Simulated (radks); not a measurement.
The numbers below are computed, except where a source is named.
Charge is removed step by step from the 3s1/2 level of Lu+, starting from [Xe] 4f14 6s2. Code: a radial shooting solver on a logarithmic mesh with Libxc functionals. Model: Dirac Kohn-Sham, BLYP, spin-unpolarised, spherical densities, point nucleus.

removed (e)  E - E(0) (eV)  eigenvalue (eV)  E minus straight line (eV)
0                    0.000          -2443.7                       0.000
0.125               305.84          -2449.8                      -2.775
0.25                612.47          -2456.1                      -4.773
0.375               919.87          -2462.4                      -5.984
0.5                 1228.1          -2468.8                      -6.402
0.625               1537.1          -2475.2                      -6.020
0.75                1846.9          -2481.7                      -4.830
0.875               2157.5          -2488.3                      -2.825
1                   2469.0          -2494.9                       0.000

Removing the whole electron costs 2469.0 eV by Delta-SCF, against 2443.7 eV from minus the eigenvalue at the starting occupation. Slater's transition state (half an electron removed) gives 2468.8 eV. Integrating minus the eigenvalue over the occupation (Janak's theorem) gives 2469.0 eV. The mean slope of the eigenvalue, de/dn, is 51.2 eV per electron.
